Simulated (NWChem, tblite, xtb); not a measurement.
**C4H3F3 (SMILES F/C=C/C=C(F)F): the dipole moment, rung by rung**

C4H3F3: 10 atoms, total charge 0, spin state singlet. SMILES: `F/C=C/C=C(F)F`. Geometry: relaxed at PBE0-D4/def2-TZVP. This is one conformer, not always the lowest.

```
atom    x (Å)    y (Å)    z (Å)
   F  -0.8224  -2.8624   0.1776
   C  -0.2666  -1.7716  -0.3532
   C  -0.3076  -0.5994   0.2662
   C   0.2873   0.5907  -0.2917
   C   0.2598   1.7711   0.3082
   F  -0.3014   2.0164   1.4703
   F   0.7932   2.8673  -0.1784
   H   0.1999  -1.9658  -1.3127
   H  -0.8072  -0.5362   1.2267
   H   0.7902   0.5505  -1.2495
```

Quantity: the dipole moment, in D. The values are calculated.

```tsv
level	kind	program	value (D)	CPU time
GFN2-xTB	semi-empirical	tblite	1.77	under 2 s
IPEA1-xTB	semi-empirical	tblite	2.12	under 2 s
GFN0-xTB	semi-empirical	xtb	1.80	under 2 s
GFN1-xTB	semi-empirical	tblite	1.65	under 2 s
HF/STO-3G	Hartree–Fock	NWChem	0.83	3.4 s
HF/3-21G	Hartree–Fock	NWChem	1.65	4 s
HF/def2-SVP	Hartree–Fock	NWChem	1.53	30 s
B3LYP/6-31G* (Cartesian functions)	global hybrid	NWChem	1.09	26 s
PBE0/def2-SVP	global hybrid	NWChem	1.19	37 s
```

The values span 0.83 to 2.12 D. Magnitudes only. Sets without polarisation functions give poor dipoles. Times are those of the runs behind each value, whatever else they computed, on shared processors of several kinds: orders of magnitude only.
